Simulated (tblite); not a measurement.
ClTl, charge -1, doublet, geometry from GFN2-xTB (such geometries of metal compounds can be far from the true shape) (a state made from the parent by changing its charge; the spin is typed, not shown lowest); GFN1-xTB run with tblite.

Here is a job for tblite.
```
$ tblite run mol.xyz --method gfn1 --charge -1 --spin 1 --spin-polarized --json tblite.json --no-restart

# file mol.xyz
2

Tl    -0.00000000    -0.00000000    -0.47641043
Cl     0.00000000     0.00000000     2.26995558
```

Q: Write the output that tblite gives for this input, abridged.

A: 
```
xTB calculator
 | screened Coulomb repulsion
 | Coulomb electrostatics
 |  * isotropic Klopman-Ohno-Mataga-Nishimoto electrostatics
 |  * onsite third-order electrostatics
 | DFT-D3(BJ) dispersion correction
 | Interactions (1)
 | [1] spin polarization

halogen bonding energy    0.0000000000000E+00 Eh
repulsion energy          2.5791227244199E-04 Eh
dispersion energy        -4.0943841063782E-04 Eh
interaction energy        0.0000000000000E+00 Eh
number of electrons       1.1000000000000E+01 e
integral cutoff           3.0000519382712E+01 bohr

------------------------------------------------------------
  cycle        total energy    energy error   density error
------------------------------------------------------------
      1     -5.654313275000  -5.6541617E+00   3.6756966E-01
      2     -5.658589682484  -4.2764075E-03   2.1837332E-01
      3     -5.659594140553  -1.0044581E-03   1.4233499E-02
      4     -5.659597416011  -3.2754583E-06   5.5004996E-03
      5     -5.659598743502  -1.3274909E-06   6.8320894E-04
      6     -5.659598798235  -5.4733323E-08   1.6160846E-04
      7     -5.659598800392  -2.1565993E-09   1.0936911E-05
------------------------------------------------------------

electronic energy        -5.6594472742535E+00 Eh
total energy             -5.6595988003917E+00 Eh

Post processing:
 | Mayer-Wiberg bond orders

[Info] JSON dump of results written to 'tblite.json'
```
